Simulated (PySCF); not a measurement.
F₂HS, SMILES [SH+](F)F, charge +1. Heavy atoms are numbered as in [F:1][SH+:2][F:3]. Hydrogens are named by the atom that carries them.

The structure is a stationary point at TPSSh-D3(BJ)/def2-TZVP. The isomer is the one that the SMILES or the coordinates give; other isomers of the formula were not compared.

Computed with PBE0/pcSseg-2 (PySCF).

GIAO shieldings, no solvent; atoms alike by connectivity are averaged. δ = σ(ref) − σ: ¹⁹F against CFCl3 (σ = 165.8 ppm); ³³S against H2S (σ = 711.3 ppm); ¹H against TMS (σ = 31.54 ppm), references at their B3LYP-D3(BJ)/def2-TZVP geometries, non-relativistic.

```tsv
atoms	nucleus	count	δ (ppm)
F1	¹⁹F	2	-88.9
S2 (SH)	³³S	1	840.5
H on S2	¹H	1	[?]
```

Task: What belongs in the gaps? (An estimate is asked for; the answer gives what the named calculation found.)

Result: 
- H on S2, δ (ppm): 11.30
